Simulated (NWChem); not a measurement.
System: BeHSCl; SMILES [SH][Be][Cl]

NWChem printed, in part:

```
             Northwest Computational Chemistry Package (NWChem) 7.3.0
             --------------------------------------------------------

                             Geometry "geometry" -> ""
                             -------------------------

 Output coordinates in angstroms (scale by  1.889725989 to convert to a.u.)

  No.       Tag          Charge          X              Y              Z
 ---- ---------------- ---------- -------------- -------------- --------------
    1 Be                   4.0000     0.01739300    -0.00425800     0.00000000
    2 Cl                  17.0000    -0.05626000    -1.81774000     0.00000000
    3 S                   16.0000     0.11561300     1.89378000     0.00000000
    4 H                    1.0000    -1.23306100     2.01590000     0.00000000

 Effective nuclear repulsion energy (a.u.)      85.7716246118

                              NWChem Property Module
                              ----------------------

                                 NWChem DFT Module
                                 -----------------

 Summary of "ao basis" -> "ao basis" (spherical)
 ------------------------------------------------------------------------------
       Tag                 Description            Shells   Functions and Types
 ---------------- ------------------------------  ------  ---------------------
 Be                       sadlej pvtz               10       24   5s3p2d
 Cl                       sadlej pvtz               14       32   7s5p2d
 S                        sadlej pvtz               14       32   7s5p2d
 H                        sadlej pvtz                5        9   3s2p

            General Information
            -------------------
          SCF calculation type: DFT
          Wavefunction type:  closed shell.
          No. of atoms     :     4
          No. of electrons :    38
           Alpha electrons :    19
            Beta electrons :    19
          Charge           :     0
          Spin multiplicity:     1
          Use of symmetry is: off; symmetry adaption is: off
          Maximum number of iterations: 150
          AO basis - number of functions:    97
                     number of shells:    43
          Convergence on energy requested:  1.00D-06
          Convergence on density requested:  1.00D-05
          Convergence on gradient requested:  5.00D-04

              XC Information
              --------------
                     Hartree-Fock (Exact) Exchange  1.000
                   CAM-Becke88 Exchange Functional  1.000
              Lee-Yang-Parr Correlation Functional  1.000

           Range-Separation Parameters
           ---------------------------
           Alpha           :  0.00
           Beta            :  1.00
           Gamma           :  0.33
           Short-Range HF  :     F

             Grid Information
             ----------------
          Grid used for XC integration:  medium
          Radial quadrature: Mura-Knowles
          Angular quadrature: Lebedev.
          Tag              B.-S. Rad. Rad. Pts. Rad. Cut. Ang. Pts.
          ---              ---------- --------- --------- ---------
          Be                  1.05       49          21.0       434
          Cl                  1.00       88          15.0       590
          S                   1.00       88          15.0       590
          H                   0.35       45          17.0       434
          Grid pruning is: on
          Number of quadrature shells:   270
          Spatial weights used:  Erf1

      Superposition of Atomic Density Guess
      -------------------------------------

 Sum of atomic energies:        -872.03146436

      Non-variational initial energy
      ------------------------------

 Total energy =    -872.672199
 1-e energy   =   -1374.178313
 2-e energy   =     415.734489
 HOMO         =      -0.344075
 LUMO         =      -0.013405

   convergence    iter        energy       DeltaE   RMS-Dens  Diis-err
 ---------------- ----- ----------------- --------- --------- ---------
 d= 0,ls=0.0,diis     1   -873.2831854157 -9.59D+02  1.62D-02  1.51D+00
 d= 0,ls=0.0,diis     2   -873.3310799455 -4.79D-02  5.94D-03  7.44D-02
 d= 0,ls=0.0,diis     3   -873.3375013208 -6.42D-03  1.72D-03  2.00D-02
 d= 0,ls=0.0,diis     4   -873.3400294290 -2.53D-03  3.01D-04  2.32D-04
 d= 0,ls=0.0,diis     5   -873.3401003703 -7.09D-05  1.07D-04  2.25D-05
  Resetting Diis
 d= 0,ls=0.0,diis     6   -873.3401096012 -9.23D-06  2.64D-05  1.45D-06
 d= 0,ls=0.0,diis     7   -873.3401103860 -7.85D-07  7.28D-06  1.32D-07

         Total DFT energy =     -873.340110386005
      One electron energy =    -1376.117327650364
           Coulomb energy =      473.626190705327
    Exchange-Corr. energy =      -56.620598052746
 Nuclear repulsion energy =       85.771624611778

 Numeric. integr. density =       38.000001532386

                       DFT Final Molecular Orbital Analysis
                       ------------------------------------

 Vector   17  Occ=2.000000D+00  E=-4.469339D-01
              MO Center= -6.8D-02, -8.6D-01, -2.0D-09, r^2= 3.6D+00
   Bfn.  Coefficient  Atom+Function         Bfn.  Coefficient  Atom+Function
  ----- ------------  ---------------      ----- ------------  ---------------
    38      0.428211  2 Cl px                35      0.264973  2 Cl px
    32     -0.239670  2 Cl px                 7     -0.233030  1 Be py
    41      0.220655  2 Cl px                71      0.208110  3 S  py
     4     -0.194625  1 Be s                  6      0.169270  1 Be px
    68      0.125289  3 S  py                65     -0.116671  3 S  py

 Vector   18  Occ=2.000000D+00  E=-4.377796D-01
              MO Center=  1.1D-01,  9.5D-01,  1.2D-10, r^2= 4.0D+00
   Bfn.  Coefficient  Atom+Function         Bfn.  Coefficient  Atom+Function
  ----- ------------  ---------------      ----- ------------  ---------------
     7      0.348260  1 Be py                71     -0.341532  3 S  py
     4      0.329060  1 Be s                 38      0.241164  2 Cl px
    62     -0.211359  3 S  s                 68     -0.207496  3 S  py
    65      0.192223  3 S  py                61     -0.157480  3 S  s
    90     -0.152550  4 H  s                 35      0.150928  2 Cl px

 Vector   19  Occ=2.000000D+00  E=-3.765901D-01
              MO Center=  6.0D-02,  1.6D+00, -8.3D-10, r^2= 2.2D+00
   Bfn.  Coefficient  Atom+Function         Bfn.  Coefficient  Atom+Function
  ----- ------------  ---------------      ----- ------------  ---------------
    72      0.464693  3 S  pz                69      0.278602  3 S  pz
    66     -0.253793  3 S  pz                75      0.240747  3 S  pz
     8      0.171002  1 Be pz                40     -0.114552  2 Cl pz
    16      0.110218  1 Be d -1              37     -0.073360  2 Cl pz
    34      0.064768  2 Cl pz                11      0.060398  1 Be pz

 Vector   20  Occ=0.000000D+00  E= 9.488338D-03
              MO Center= -1.3D+00,  9.4D-01, -7.4D-08, r^2= 2.1D+01
   Bfn.  Coefficient  Atom+Function         Bfn.  Coefficient  Atom+Function
  ----- ------------  ---------------      ----- ------------  ---------------
     5      1.697674  1 Be s                 91     -0.771339  4 H  s
    10      0.505710  1 Be py                63     -0.491011  3 S  s
    12     -0.429935  1 Be px                90      0.278650  4 H  s
    13      0.203989  1 Be py                77      0.188439  3 S  py
    20     -0.186838  1 Be d -2              73      0.187235  3 S  px

 Vector   21  Occ=0.000000D+00  E= 1.432493D-02
              MO Center=  1.2D+00, -4.3D-02, -1.2D-07, r^2= 4.8D+01
   Bfn.  Coefficient  Atom+Function         Bfn.  Coefficient  Atom+Function
  ----- ------------  ---------------      ----- ------------  ---------------
    12      0.951612  1 Be px                63     -0.559389  3 S  s
    90      0.397717  4 H  s                 91      0.388097  4 H  s
     5      0.377282  1 Be s                 13     -0.230827  1 Be py
    73      0.196952  3 S  px                95      0.120782  4 H  px
    20      0.108982  1 Be d -2              62     -0.106705  3 S  s

 Vector   22  Occ=0.000000D+00  E= 1.514405D-02
              MO Center= -2.9D-02,  1.1D-01,  1.6D-07, r^2= 5.9D+01
   Bfn.  Coefficient  Atom+Function         Bfn.  Coefficient  Atom+Function
  ----- ------------  ---------------      ----- ------------  ---------------
    14      1.092128  1 Be pz                11     -0.215263  1 Be pz
    46      0.101473  2 Cl pz                21      0.074165  1 Be d -1
    72     -0.038363  3 S  pz                78     -0.038394  3 S  pz
    43     -0.031520  2 Cl pz                85     -0.026782  3 S  d -1

     Multipole analysis of the density
     ---------------------------------

     L   x y z        total         alpha         beta         nuclear
     -   - - -        -----         -----         ----         -------
     0   0 0 0     -0.000000    -19.000000    -19.000000     38.000000

     1   1 0 0     -0.288338      0.111039      0.111039     -0.510417
     1   0 1 0      0.172627     -1.234386     -1.234386      2.641399
     1   0 0 1      0.000000      0.000000      0.000000      0.000000

[...]

 DFT Linear Response polarizability / au
 Frequency  =       0.0000000 / au
              X              Y              Z
 -----------------------------------------------
 X      43.7631588      0.3617474      0.0000000
 Y       0.3617479     65.1756205      0.0000000
 Z       0.0000000      0.0000000     43.5514778
 -----------------------------------------------
 Eigenvalues =      43.7570491     65.1817302     43.5514778
 Isotropic   =      50.8300857
 Anisotropic =      21.5282029
 -----------------------------------------------

 Magnetic Dipole Response Matrix (nonzero elements):

 Exiting AOResponse driver routine
```

Level: LC-BLYP (range parameter 0.33 per bohr)/Sadlej pVTZ. Structure relaxed at the PBE0/def2-SVP level.

Write an input that gives this output.

One answer among several that fit: the input that was run:
```
start job
memory heap 200 mb stack 900 mb global 1100 mb
geometry units angstroms noautosym nocenter noautoz
  Be     0.017393    -0.004258     0.000000
  Cl    -0.056260    -1.817740     0.000000
  S      0.115613     1.893780     0.000000
  H     -1.233061     2.015900     0.000000
end
basis spherical
  * library sadlej_pvtz
end
dft
  xc xcamb88 1.00 lyp 1.0 hfexch 1.00
  cam 0.33 cam_alpha 0.0 cam_beta 1.0
  iterations 150
end
property
  response 1 0.0
end
task dft property
```
